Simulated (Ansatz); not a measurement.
`NB(Br)Br` + H₂ → `NBBr` + HBr at 700 K and 1 bar (hydrogenolysis of a B–Br bond).

Gas-phase electronic energies from Ansatz, PBE0-D4/def2-TZVP geometries. CBS: MP2 limit from def2 TZ/QZ plus the TZ coupled-cluster correction, frozen cores. This one scheme is used for every species. For Br outer-core shells are correlated without core-valence functions, which leaves a few kJ/mol of doubt a bond. Scalar relativity is left out up to krypton. Each species was taken in one conformer, which may not be the lowest.

```json
{"species": "`NB(Br)Br`", "CCSD(T)/CBS energy (Eh)": "-5227.46516", "H − E (kJ/mol)": "138.7", "S (J/(mol·K))": "392.8"}
{"species": "H₂", "CCSD(T)/CBS energy (Eh)": "-1.17544", "H − E (kJ/mol)": "46.8", "S (J/(mol·K))": "155.3"}
{"species": "`NBBr`", "CCSD(T)/CBS energy (Eh)": "-2654.70322", "H − E (kJ/mol)": "151.4", "S (J/(mol·K))": "344.2"}
{"species": "HBr", "CCSD(T)/CBS energy (Eh)": "-2573.91920", "H − E (kJ/mol)": "36.5", "S (J/(mol·K))": "223.7"}
```

H − E and S are ideal-gas, rigid-rotor, harmonic terms from PBE0-D4/def2-TZVP, for one conformer and one mirror image of each species. The MP2-based limit puts H₂ 0.8 mEh under its directly extrapolated value; such offsets cancel only in part. 1 Eh = 2625.50 kJ/mol, R = 8.31446 J/(mol·K).

Problem. By hand: ΔE, ΔH, ΔS and ΔG.

Solution. ΔE = (-2654.70322) + (-2573.91920) − (-5227.46516) − (-1.17544) = 0.01818 Eh = 47.7 kJ/mol. Δ(H − E) = 151.4 + 36.5 − 138.7 − 46.8 = 2.4, so ΔH = 50.1 kJ/mol. ΔS = 344.2 + 223.7 − 392.8 − 155.3 = 19.8 J/(mol·K). ΔG = 50.1 − 700 × (19.8)/1000 = 36.2 kJ/mol.

Problem. By hand: the equilibrium constant, and the temperature at which ΔG would vanish if ΔH and ΔS stayed fixed.

Solution. log₁₀ K = −ΔG/(RT ln 10) = -2.7. ΔG = 0 at ΔH/ΔS = 2530 K, far beyond where these terms or the molecules hold.

ΔH outweighs TΔS. A doubt of 5 kJ/mol in ΔE shifts log₁₀ K by 0.4 here. Other conformers and mirror images would add mixing entropy, several J/(mol·K) or more a flexible species. These are equilibria of isolated gas molecules and say nothing of rates. Largest T1 diagnostic: 0.010 (customary marks: 0.02 for closed shells, 0.045 for open ones).
